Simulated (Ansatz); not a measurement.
```yaml
crystal:
  periodic: [false, false, false]
  atoms:
    - {symbol: C, position_ang: [-1.384266, 0.971622, -0.375463]}
    - {symbol: C, position_ang: [-0.258953, 0.535151, 0.465724]}
    - {symbol: Si, position_ang: [0.317171, -0.877155, 0.396652]}
    - {symbol: S, position_ang: [2.617285, -0.681988, -0.140917]}
    - {symbol: H, position_ang: [-1.608699, 0.180428, -0.922699]}
    - {symbol: H, position_ang: [-1.924457, 1.932090, -0.347923]}
    - {symbol: H, position_ang: [-0.153320, 1.435090, 1.042669]}
    - {symbol: H, position_ang: [-0.282653, -1.877780, -0.542729]}
    - {symbol: H, position_ang: [0.644203, -1.587178, 1.850571]}
    - {symbol: H, position_ang: [2.359037, -0.168347, -1.326451]}
basis:
  gaussian: {orbitals: aug-pcseg-2, fitting: {mean_field: cc-pVTZ-jkfit}}
hamiltonian: {xc: {name: wPBEh}}
accuracy: high
output: {forces: true}
```

```sh
$ ansatz run in.yaml --threads 2 --pin off --events-out ev --progress --plain --max-ram 4352MiB
```

It prints (some lines left out):

```
Functional definition: wPBEh
580 factors; integrals over basis functions are off by at most 9.1e-1 eV
580 factors; integrals over basis functions are off by at most 1.6e-5 eV
mean field evaluation 1: about -20864.2214 eV, gradient 6.4e1 eV
mean field evaluation 2: about -20847.1385 eV, gradient 9.5e1 eV
mean field evaluation 4: about -20874.5171 eV, gradient 8.5e0 eV
mean field evaluation 8: about -20874.7290 eV, gradient 1.7e-1 eV
mean field evaluation 16: about -20874.7291 eV, gradient 8.5e-6 eV
mean field -20874.72908966 eV, -767.1321446453 hartree, gradient 4.5e-8 eV, S^2 0.000000; 0 other end points of the search recorded, 0 dependent functions left out
reference -20874.72909845 eV, -767.1321449684 hartree; 24, 24 occupied and 306, 306 virtual orbitals, 580 factors
Total energy: -20874.72909845 eV, -767.1321449684 hartree
Atom 0 at    -1.384266     0.971622    -0.375463 Å, force     4.542719     0.339881     4.615369 eV/Å
Atom 1 at    -0.258953     0.535151     0.465724 Å, force    -9.738415    14.955265    -2.044717 eV/Å
Atom 2 at     0.317171    -0.877155     0.396652 Å, force     7.967737   -12.590639     1.184356 eV/Å
Atom 3 at     2.617285    -0.681988    -0.140917 Å, force    -1.605921    -0.475765     0.856946 eV/Å
Atom 4 at    -1.608699     0.180428    -0.922699 Å, force    -2.198408    -2.751234    -3.335248 eV/Å
Atom 5 at    -1.924457     1.932090    -0.347923 Å, force     0.596143    -0.686433     0.010805 eV/Å
Atom 6 at    -0.153320     1.435090     1.042669 Å, force     1.340840    -0.326695     0.994027 eV/Å
Atom 7 at    -0.282653    -1.877780    -0.542729 Å, force    -0.130296     0.398613     0.134158 eV/Å
Atom 8 at     0.644203    -1.587178     1.850571 Å, force    -0.719704     0.816799    -1.727000 eV/Å
Atom 9 at     2.359037    -0.168347    -1.326451 Å, force    -0.054694     0.320208    -0.688697 eV/Å
Dipole moment:    -0.749701     0.390562    -0.145105 e Å
```

Hardware: 2 threads of an Arm Neoverse V1 on a shared host. Wall time 23 s, peak host memory 1 GiB.
